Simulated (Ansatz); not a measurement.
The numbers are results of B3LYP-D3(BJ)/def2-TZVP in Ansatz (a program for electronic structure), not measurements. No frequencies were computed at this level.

Ansatz 0.2 input:
```yaml
crystal:
  periodic: [false, false, false]
  atoms:
    - { symbol: N, position_ang: [-0.755943, -0.268779, -0.008915] }
    - { symbol: C, position_ang: [0.412064, -0.010257, -0.000911] }
    - { symbol: S, position_ang: [1.960715, 0.047215, 0.002444] }
    - { symbol: H, position_ang: [-1.616837, 0.231822, 0.007382] }
basis:
  gaussian: { orbitals: def2-tzvp }
hamiltonian:
  xc: b3lyp
  dispersion: d3bj
relax:
  max_steps: 150
```

Output:

```
Functional definition: B3LYP
650 factors; their error is unknown
mean field evaluation 1: about -13371.5299 eV, gradient 6.4e1 eV
mean field evaluation 2: about -13338.6835 eV, gradient 1.2e2 eV
mean field evaluation 4: about -13379.5081 eV, gradient 1.5e1 eV
mean field evaluation 8: about -13380.0002 eV, gradient 1.1e-1 eV
mean field evaluation 16: about -13380.0254 eV, gradient 7.2e-5 eV
mean field -13380.02541911 eV, -491.7068648455 hartree, gradient 7.2e-5 eV, S^2 0.000000; 0 other end points of the search recorded, 0 dependent functions left out
reference -13380.02559903 eV, -491.7068714574 hartree; 15, 15 occupied and 90, 90 virtual orbitals, 650 factors
relax step   1: F+E_penalty+E_count = -13380.14372037 eV  Δ(F+E_penalty+E_count) = +0.000e0 eV  max|allowed force component| = 9.831e-1 eV/Å  Δτ_max = 0.0000 Å  (27 SCF iters, accepted)
these checks for a lower state are left out or cut short: starts, cluster_reference, orbital_swaps, neighbouring_geometries, increment
650 factors; their error is unknown
mean field -13380.04036728 eV, -491.7074141805 hartree, gradient 2.1e-5 eV, S^2 0.000000; 0 other end points of the search recorded, 0 dependent functions left out
reference -13380.04054753 eV, -491.7074208044 hartree; 15, 15 occupied and 90, 90 virtual orbitals, 650 factors
relax step   2: F+E_penalty+E_count = -13380.15844052 eV  Δ(F+E_penalty+E_count) = -1.472e-2 eV  max|allowed force component| = 4.665e-1 eV/Å  Δτ_max = 0.0109 Å  (34 SCF iters, accepted)
these checks for a lower state are left out or cut short: starts, cluster_reference, orbital_swaps, neighbouring_geometries, increment
650 factors; their error is unknown
mean field -13380.05335733 eV, -491.7078915561 hartree, gradient 2.3e-5 eV, S^2 0.000000; 0 other end points of the search recorded, 0 dependent functions left out
reference -13380.05353809 eV, -491.7078981988 hartree; 15, 15 occupied and 90, 90 virtual orbitals, 650 factors
relax step   3: F+E_penalty+E_count = -13380.17126261 eV  Δ(F+E_penalty+E_count) = -1.282e-2 eV  max|allowed force component| = 2.239e-1 eV/Å  Δτ_max = 0.0297 Å  (31 SCF iters, accepted)
these checks for a lower state are left out or cut short: starts, cluster_reference, orbital_swaps, neighbouring_geometries, increment
650 factors; their error is unknown
mean field evaluation 32: about -13380.0183 eV, gradient 2.9e0 eV
mean field -13380.05634918 eV, -491.7080015043 hartree, gradient 1.6e-5 eV, S^2 0.000000; 0 other end points of the search recorded, 0 dependent functions left out
reference -13380.05653078 eV, -491.7080081781 hartree; 15, 15 occupied and 90, 90 virtual orbitals, 650 factors
relax step   4: F+E_penalty+E_count = -13380.17455167 eV  Δ(F+E_penalty+E_count) = -3.289e-3 eV  max|allowed force component| = 2.224e-1 eV/Å  Δτ_max = 0.0294 Å  (33 SCF iters, accepted)
these checks for a lower state are left out or cut short: starts, cluster_reference, orbital_swaps, neighbouring_geometries, increment
650 factors; their error is unknown
mean field -13380.05648513 eV, -491.7080065007 hartree, gradient 1.8e-5 eV, S^2 0.000000; 0 other end points of the search recorded, 0 dependent functions left out
reference -13380.05666687 eV, -491.7080131795 hartree; 15, 15 occupied and 90, 90 virtual orbitals, 650 factors
relax step   5: F+E_penalty+E_count = -13380.17478976 eV  Δ(F+E_penalty+E_count) = -2.381e-4 eV  max|allowed force component| = 1.005e-1 eV/Å  Δτ_max = 0.0054 Å  (33 SCF iters, accepted)
these checks for a lower state are left out or cut short: starts, cluster_reference, orbital_swaps, neighbouring_geometries, increment
650 factors; their error is unknown
mean field -13380.05655971 eV, -491.7080092413 hartree, gradient 1.8e-5 eV, S^2 0.000000; 0 other end points of the search recorded, 0 dependent functions left out
reference -13380.05674139 eV, -491.7080159181 hartree; 15, 15 occupied and 90, 90 virtual orbitals, 650 factors
relax step   6: F+E_penalty+E_count = -13380.17483917 eV  Δ(F+E_penalty+E_count) = -4.941e-5 eV  max|allowed force component| = 1.186e-3 eV/Å  Δτ_max = 0.0012 Å  (34 SCF iters, accepted)
650 factors; their error is unknown
mean field evaluation 64: about -13379.9431 eV, gradient 5.7e0 eV
mean field -13380.05655971 eV, -491.7080092413 hartree, gradient 1.8e-5 eV, S^2 0.000000; 1 other end points of the search recorded, 0 dependent functions left out
reference -13380.05674139 eV, -491.7080159181 hartree; 15, 15 occupied and 90, 90 virtual orbitals, 650 factors
Total energy: -13380.17502085 eV, -491.7123626080 hartree
Atom 0 at    -0.774957    -0.309118    -0.010485 Å, force    -0.000692     0.001181     0.000041 eV/Å
Atom 1 at     0.400497    -0.069123    -0.002186 Å, force    -0.000963    -0.000322    -0.000016 eV/Å
Atom 2 at     1.959919     0.093811     0.003658 Å, force     0.000469     0.000097     0.000006 eV/Å
Atom 3 at    -1.585460     0.284431     0.009012 Å, force     0.001186    -0.000956    -0.000031 eV/Å
Dipole moment:    -0.348438     0.212449     0.006963 e Å
```

Cost: very roughly 11 core-seconds.
